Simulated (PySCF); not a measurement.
## Ionisation energy of Se⁺ by level of theory

Se⁺ [Ar] 3d10 4s2 4p3 (4S) → Se²⁺ [Ar] 3d10 4s2 4p2 (3P), as a difference of total energies. Calculation: PySCF 2.14, in x2c-TZVPPall; scalar relativity by spin-free X2C-1e. Correlated levels: valence: [Ar] 3d10 frozen. The calculations carry no spin-orbit coupling.

| method | ionisation energy (eV) | plus first-order spin-orbit estimate | error of that sum (eV) |
| --- | --- | --- | --- |
| UHF | 20.850 | 20.554 | -0.642 |
| MP2 (valence) | 21.352 | 21.057 | -0.139 |
| SCS-MP2 (valence) | 21.203 | 20.907 | -0.289 |
| CCSD (valence) | 21.318 | 21.023 | -0.173 |
| CCSD(T) (valence) | 21.347 | 21.051 | -0.145 |
| CCSDT (valence) | 21.350 | 21.054 | -0.142 |

Reference: 21.196 ± 0.01 eV (measured; NIST Atomic Spectra Database, ionization energies).

A first-order spin-orbit estimate (lowest level to lowest level, LS coupling) adds -0.296 eV.

Errors of the correlated levels include the incompleteness of this basis and the frozen core.
